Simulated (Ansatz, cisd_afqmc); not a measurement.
System: SbH, charge 0, triplet. SbH (SMILES [SbH], triplet).
B3LYP-D3(BJ)/def2-TZVP minimum from Ansatz (a program for electronic structure):
```xyz
2

Sb     0.0000     0.0000    -0.0331
H      0.0000     0.0000     1.6894
```
Charge 0, spin multiplicity 3.

Total energies in def2-SVP, 6 correlated electrons, 9 frozen orbitals. Radicals and triplets start from unrestricted determinants; spin-orbit coupling is neglected. Correlated methods leave the cores frozen (noble-gas shells, and filled d and f shells in the p block). Past Kr the def2 sets carry scalar-relativistic core potentials. The Monte Carlo rows (phaseless AFQMC, CISD trial, step 0.005/hartree) carry one-sigma bars that omit the constraint's bias. Outlying blocks are dropped, and bars are widened where a walk drifts. Over all cases where full CI ran beside it in this data, AFQMC minus full CI had a median of +0.1 mEh and passed +0.4 mEh in a tenth of the cases. Spin-orbit terms, left out, reach several kcal/mol for Br and I, and more for heavier atoms.

| method | program | energy (Eh) | minus CCSDTQ (mEh) |
|---|---|---|---|
| HF | Ansatz | -239.82974 | 84.91 |
| MP2 | Ansatz | -239.89400 | 20.65 |
| CCSD | Ansatz | -239.91270 | 1.95 |
| CCSD(T) | Ansatz | -239.91419 | 0.46 |
| CCSDT(Q) | Ansatz | -239.91464 | 0.01 |
| CCSDTQ | Ansatz | -239.91465 | 0.00 |
| AFQMC/CISD | cisd_afqmc | -239.9145 ± 0.0001 | 0.1 ± 0.1 |
